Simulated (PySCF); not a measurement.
Compound: C₃H₁₂Si₄.
Geometry (GFN2-xTB, Å), atoms numbered from 1 in this order:
```xyz
19
C3H12Si4 angstrom
C      3.041   -0.216    0.377
C      1.616    0.178    0.130
C      1.104    1.306    0.629
Si    -0.675    1.882    0.378
Si    -1.484    0.052   -0.819
Si    -3.256   -1.137    0.081
Si     0.582   -1.017   -0.930
H      3.565    0.514    0.992
H      3.078   -1.186    0.873
H      3.569   -0.317   -0.571
H      1.750    1.943    1.228
H     -0.647    3.197   -0.278
H     -1.277    2.117    1.701
H     -1.887    0.466   -2.182
H     -4.480   -0.340    0.201
H     -3.617   -2.320   -0.704
H     -2.938   -1.615    1.429
H      0.685   -2.351   -0.315
H      1.261   -1.148   -2.228
```

NICS = −σ at a ghost point: NICS(0) at the centroid of the ring atoms, NICS(1) 1 Å to either side along the normal of their mean plane, zz for the tensor component along that normal. Level: GIAO PBE0/pcSseg-1 (PySCF, non-relativistic, gas phase) on the GFN2-xTB geometry, one conformer.

Ring bond lengths (Å), with Mayer bond orders in brackets: C2–C3 1.335 (1.90), C3–Si4 1.887 (0.90), Si4–Si5 2.332 (0.84), Si5–Si7 2.328 (0.85), Si7–C2 1.903 (0.85).

**Question.** Give the NICS values of each ring in ppm.

**Answer.** 
```json
{"ring": "C2–C3–Si4–Si5–Si7", "type": "5-membered ring with 3 Si; formal bonds 1 double, 4 single", "NICS(0)": "-2.6", "NICS(1), two faces": "-3.5 / -3.2", "NICS(1)zz, two faces": "0.0 / 0.0", "rms pucker (Å)": "0.03", "centre to ring atoms, mean (Å)": "1.65"}
```

**Question.** What do they say, and how far can they be read as aromaticity?

**Answer.** 
- C2–C3–Si4–Si5–Si7: mean NICS(1)zz 0.0 ppm, near zero. Si4, Si5, Si7 have four or more neighbours, so the value isn't read as a sign of a π ring current.

On one thread of an Arm Neoverse V1, no GPU, on a shared host, this took 77 s and 0.93 GiB of memory at its peak. This is the whole shielding run at PBE0/pcSseg-1, SCF included.
